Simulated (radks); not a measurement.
Results of a calculation; reference values are marked as such.
Q: Neutral hydrogen, 1s1. Code: a radial shooting solver on a logarithmic mesh with Libxc functionals. Model: non-relativistic Kohn-Sham, exchange-only LDA, spin-polarised, spherical densities, point nucleus. Every spin shell is full or empty, so the densities are truly spherical. Functionals are evaluated on that one density, not self-consistently. Rank these orbital-free kinetic functionals by their error against the exact value of the orbitals, and give that value: Thomas-Fermi, von Weizsacker, TF + vW/9, TF + vW/5, APBEK, Thakkar, Pearson, LKT, PG1.

A: Exact: 0.457079 hartree. From best to worst, with 100 (|E| - |E exact|)/|E exact| (equal figures are ties): von Weizsacker 0.00, APBEK +1.38, Thakkar +1.74, TF + vW/9 +1.93, Pearson -3.04, Thomas-Fermi -9.18, TF + vW/5 +10.82, PG1 +53.99, LKT +61.45.
